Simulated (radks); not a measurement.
The numbers below are computed, except where a source is named.
Tm+, configuration [Kr] 4d10 4f13 5s1 5p6 6s1 5d1 (not the ground configuration). Level of theory: scalar-relativistic Kohn-Sham, SCAN, spin-polarised, spherical densities, finite nucleus; open shells are filled with parallel spins first (spin-orbit coupling, left out, can overturn this in heavy ions); meta-GGA in the generalised Kohn-Sham scheme; Fermi nuclear charge, rms radius 5.2256 fm (a radial shooting solver on a logarithmic mesh with Libxc functionals).

Normalised radial functions P(r) = r R(r), r in bohr:

r,5d up
0.002478,0.0000
0.002885,0.0000
0.003385,0.0001
0.003941,0.0001
0.004588,0.0002
0.005341,0.0003
0.006218,0.0004
0.007239,0.0006
0.008495,0.0009
0.00989,0.0014
0.01151,0.0020
0.0134,0.0030
0.0156,0.0045
0.01816,0.0065
0.02115,0.0095
0.02482,0.0140
0.02889,0.0199
0.03363,0.0280
0.03915,0.0387
0.04558,0.0526
0.05306,0.0697
0.06227,0.0912
0.07249,0.1141
0.08439,0.1374
0.09825,0.1581
0.1144,0.1717
0.1332,0.1727
0.1563,0.1542
0.1819,0.1138
0.2118,0.0504
0.2465,-0.0315
0.287,-0.1213
0.3341,-0.2021
0.3921,-0.2575
0.4565,-0.2654
0.5314,-0.2210
0.6186,-0.1264
0.7202,0.0086
0.8384,0.1640
0.976,0.3182
1.145,0.4634
1.333,0.5720
1.552,0.6414
1.807,0.6689
2.104,0.6512
2.449,0.6022
2.874,0.5257
3.346,0.4373
3.895,0.3402
4.535,0.2436
5.279,0.1587
6.146,0.0929
7.212,0.0463
8.396,0.0207
9.774,0.0079
11.38,0.0025

5d up: eigenvalue -8.759 eV, 2 radial nodes at r = 0.233, 0.714 bohr, <r> = 2.47 bohr, 90 % of the charge inside 3.93 bohr.

Empty levels of this run are not shown, since the potential may be unsettled where no density lies.
